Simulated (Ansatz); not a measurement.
BI2 (SMILES I[B]I), charge 0, multiplicity 2, relaxed at each level with Ansatz (a first-principles code); harmonic frequencies from differences of analytic forces, average atomic masses, frozen cores. Open shells are unrestricted. Elements past Kr take the def2 small-core potentials, without spin–orbit coupling.

Task: Give the equilibrium geometry, the harmonic frequencies and the zero-point energy at HF/def2-TZVPP.

Result: 
(charge 0, multiplicity 2):
```xyz
3

I     -1.89598    -0.11068     0.03090
B     -0.03140     0.87627    -0.01826
I      1.89909     0.02408    -0.02910
```
Frequencies (cm⁻¹): 124, 463, 772. Zero-point energy 1.94 kcal/mol.

Task: Give the equilibrium geometry, the harmonic frequencies and the zero-point energy at CCSD(T)/def2-TZVPP.

Result: 
(charge 0, multiplicity 2):
```xyz
3

I     -1.891    -0.107     0.031
B     -0.031     0.869    -0.018
I      1.894     0.028    -0.029
```
Frequencies (cm⁻¹): 120, 446, 766. Zero-point energy 1.90 kcal/mol.
